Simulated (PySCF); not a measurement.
Isomers of C6H10N2Si, from PBE0-D3(BJ)/def2-SVP geometry optimisation, gas phase (PySCF 2.14.0). One conformer each, no zero-point energy, no frequencies.

Question: Which isomer lies lowest at this level?
A. `[SiH3:1][c:2]1[cH:3][cH:4][n:5][n:6]1[CH:7]1[CH2:8][CH2:9]1` with N5–N6–C7–C8 -48°: A = 1975, B = 1213, C = 806.4 MHz, dipole 1.40 D
B. `[NH2:1][SiH2:2][NH:3][c:4]1[cH:5][cH:6][cH:7][cH:8][cH:9]1` with H–N1–Si2–N3 -74° and 139°, N1–Si2–N3–C4 162°, Si2–N3–C4–C5 7°: A = 4340, B = 674.5, C = 592.3 MHz, dipole 2.58 D
C. `[CH3:1][CH2:2][c:3]1[n:4][n:5][cH:6][cH:7][c:8]1[SiH3:9]` with C1–C2–C3–N4 -80°: A = 1668, B = 1363, C = 804.6 MHz, dipole 3.31 D
D. `[SiH3:1][NH:2][NH:3][c:4]1[cH:5][cH:6][cH:7][cH:8][cH:9]1` with Si1–N2–N3–C4 -111°, N2–N3–C4–C5 14°: A = 3852, B = 697.2, C = 620.3 MHz, dipole 1.60 D

Answer: B. That is `c1(ccccc1)N[SiH2]N`, 46.0 kcal/mol below the next.

```
            SMILES                                                mapped SMILES      E (Eh)  relative (kcal/mol)  relative (kJ/mol)  dipole (D)
  N[SiH2]Nc1ccccc1   [NH2:1][SiH2:2][NH:3][c:4]1[cH:5][cH:6][cH:7][cH:8][cH:9]1  -632.85861                  0.0                0.0        2.58
  [SiH3]NNc1ccccc1    [SiH3:1][NH:2][NH:3][c:4]1[cH:5][cH:6][cH:7][cH:8][cH:9]1  -632.78523                 46.0              192.7        1.60
  CCc1nnccc1[SiH3]     [CH3:1][CH2:2][c:3]1[n:4][n:5][cH:6][cH:7][c:8]1[SiH3:9]  -632.76052                 61.6              257.5        3.31
[SiH3]c1ccnn1C1CC1  [SiH3:1][c:2]1[cH:3][cH:4][n:5][n:6]1[CH:7]1[CH2:8][CH2:9]1  -632.75500                 65.0              272.0        1.40
```

As drawn, the lowest has an N–H bond, which the highest lacks; the highest has a three-membered ring, an N–N linkage and an Si–C bond, which the lowest lacks.
